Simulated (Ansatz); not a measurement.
Program: Ansatz 0.2.0.

H$_{8}$OSi$_{4}$ (`[SiH3][SiH]1O[SiH2][SiH2]1`) at its PBE0-D4/def2-TZVP geometry, where that method's forces vanish. Total charge 0; spin multiplicity 1.

| atom | x (Å) | y (Å) | z (Å) |
| --- | --- | --- | --- |
| Si1 | -1.2146 | 0.2345 | -2.1296 |
| Si2 | -0.8997 | 0.0290 | 0.1798 |
| O3 | -0.2338 | -1.4601 | 0.5849 |
| Si4 | 1.2242 | -1.2028 | 1.3637 |
| Si5 | 0.9667 | 1.1262 | 1.1173 |
| H6 | -1.7725 | 1.5853 | -2.4137 |
| H7 | 0.0929 | 0.1004 | -2.8268 |
| H8 | -2.1496 | -0.7953 | -2.6579 |
| H9 | -2.1916 | 0.2260 | 0.8977 |
| H10 | 1.1864 | -1.7523 | 2.7451 |
| H11 | 2.3359 | -1.8572 | 0.6240 |
| H12 | 1.8853 | 1.8181 | 0.1753 |
| H13 | 0.7704 | 1.9480 | 2.3402 |

Task: For each bond, give half the difference of the two atoms' forces along it (eV/Å; positive pushes the atoms apart) under PBE-D4, r2SCAN-D4, B3LYP-D4, ωB97M-V in def2-TZVPP. (An estimate is asked.)

Result: The calculation gave: 
```csv
bond,length (Å),PBE-D4,r2SCAN-D4,B3LYP-D4,ωB97M-V
Si1–Si2,2.340,-0.13,0.00,0.02,0.02
Si1–H6,1.489,0.09,-0.02,-0.06,-0.09
Si1–H7,1.488,0.09,-0.01,-0.06,-0.09
Si1–H8,1.488,0.09,-0.01,-0.07,-0.11
Si2–O3,1.681,0.38,0.08,0.12,0.12
Si2–Si5,2.359,-0.02,0.03,0.16,0.07
Si2–H9,1.491,0.06,-0.02,-0.16,-0.16
O3–Si4,1.673,0.37,0.06,0.13,0.12
Si4–Si5,2.356,-0.05,0.03,0.19,0.10
Si4–H10,1.487,0.04,-0.02,-0.14,-0.16
Si4–H11,1.487,0.04,-0.02,-0.14,-0.16
Si5–H12,1.487,0.08,-0.02,-0.09,-0.10
Si5–H13,1.486,0.08,-0.03,-0.10,-0.11
```

B3LYP here is the variant with VWN-RPA as its local correlation; programs differ in this.
